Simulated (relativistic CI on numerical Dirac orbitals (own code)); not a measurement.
Level scheme of K XVIII

Calculated at this level of theory: Dirac-Coulomb-Breit CI, orbitals from a KLI potential per configuration, QED by a radiative potential, unscaled Slater integrals (own radial code, finite nucleus).

Configurations in the expansion: 1s2, 1s 2s, 1s 2p, 1s 3s, 1s 3p, 1s 3d, 1s 4s, 1s 4p, 1s 4d, 1s 4f, 1s 5s, 1s 5p, 1s 5d, 1s 5f, 1s 5g, 1s 6s, 1s 6p, 1s 6d. Levels of other configurations are missing.

```tsv
No.	Configuration	Term	J	E (eV)	%	Next component (%)	Landé g	Lifetime (s)
1	1s2	1S	0	0.00	100			
2	1s 2s	3S	1	3470.94	100		1.994	1.28e-07
3	1s 2p	3P°	0	3490.94	100			4.39e-09
4	1s 2p	3P°	1	3491.74	98	2 1P°	1.485	3.45e-13
5	1s 2s	1S	0	3492.73	100			
6	1s 2p	3P°	2	3495.24	100		1.496	1.12e-09
7	1s 2p	1P°	1	3509.65	98	2 3P°	1.009	7.34e-15
8	1s 3s	3S	1	4108.99	100		1.995	1.26e-12
9	1s 3p	3P°	0	4114.51	100			4.25e-13
10	1s 3p	3P°	1	4114.75	98	2 1P°	1.484	3.09e-13
11	1s 3s	1S	0	4114.83	100			1.27e-12
12	1s 3p	3P°	2	4115.79	100		1.497	4.32e-13
13	1s 3d	3D	2	4118.80	75	25 1D	1.121	1.45e-13
14	1s 3d	3D	1	4118.81	100		0.501	1.44e-13
15	1s 3d	3D	3	4119.22	100		1.331	1.45e-13
16	1s 3d	1D	2	4119.39	75	25 3D	1.043	1.47e-13
17	1s 3p	1P°	1	4119.79	98	2 3P°	1.011	2.44e-14
18	1s 4s	3S	1	4329.41	100		1.996	1.87e-12
19	1s 4p	3P°	0	4331.69	100			7.26e-13
20	1s 4p	3P°	1	4331.79	98	2 1P°	1.485	5.70e-13
21	1s 4s	1S	0	4331.81	100			1.74e-12
22	1s 4p	3P°	2	4332.22	100		1.498	7.37e-13
23	1s 4d	3D	1	4333.46	100		0.501	3.34e-13
24	1s 4d	3D	2	4333.47	78	22 1D	1.127	3.35e-13
25	1s 4d	3D	3	4333.63	100		1.331	3.37e-13
26	1s 4f	3F°	3	4333.71	57	43 1F°	1.045	6.88e-13
27	1s 4f	3F°	2	4333.72	100		0.667	6.88e-13
28	1s 4d	1D	2	4333.73	78	22 3D	1.038	3.41e-13
29	1s 4f	3F°	4	4333.81	100		1.248	6.89e-13
30	1s 4f	1F°	3	4333.82	57	43 3F°	1.037	6.90e-13
```

Energies count from the lowest computed level; ° marks odd parity; lifetimes are radiative, by E1, M1, E2, M2 decay to levels of this space only; some are left blank where a channel outside the calculation adds to the decay or the decay crosses a small, uncertain gap.

The mean weight of the leading LS term, summed over parents, in these 30 levels is 94 %, and that of the leading jj configuration (from the same eigenvectors) 96 %.

At this charge energies of transitions that change n are usually good to better than 1 %, and those within a shell (Δn = 0) to a few per cent.

LS names give the leading component of a level, which can be under half, so a name can repeat, a term be missing and a line seem to break the LS rules.
